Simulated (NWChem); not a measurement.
Atomisation of H$_{6}$Al$_{2}$

```
Al
H 1 1.5771
H 1 1.5771 2 127.85
H 1 1.7424 2 109.31 3 -135.73
Al 4 1.7424 1 97.58 2 -107.87
H 5 1.5771 4 109.31 1 107.87
H 5 1.5771 6 127.85 4 -135.73
H 1 1.7424 2 109.31 4 -88.54
```
Charge 0, spin multiplicity 1.

Everything below was run with NWChem. Structure: optimised with B3LYP/def2-SVP, a minimum by its harmonic frequencies.

Basis set: def2-TZVP. The atomisation energy is electronic alone: no zero-point, thermal, spin-orbit or counterpoise terms. No value is extrapolated to the basis-set limit. Free atoms are single determinants with multiplicities Al 2, H 2. Correlated methods freeze the same cores in atoms and molecule, 10 orbitals in all.

B3LYP has NWChem's definition, with VWN1-RPA local correlation. The structure started from a generated list of species. The stability of the SCF solutions was not checked. Open-shell Hartree-Fock references start from PBE0 orbitals. Coupled-cluster values serve here as a point of comparison, not as the truth.

Order these methods by the atomisation energy they give, lowest first: LDA (SVWN5), TPSS, BP86, CCSD(T), PBE.

PBE (445.1 kcal/mol), CCSD(T) (447.4 kcal/mol), BP86 (462.5 kcal/mol), TPSS (479.8 kcal/mol), LDA (SVWN5) (496.1 kcal/mol)
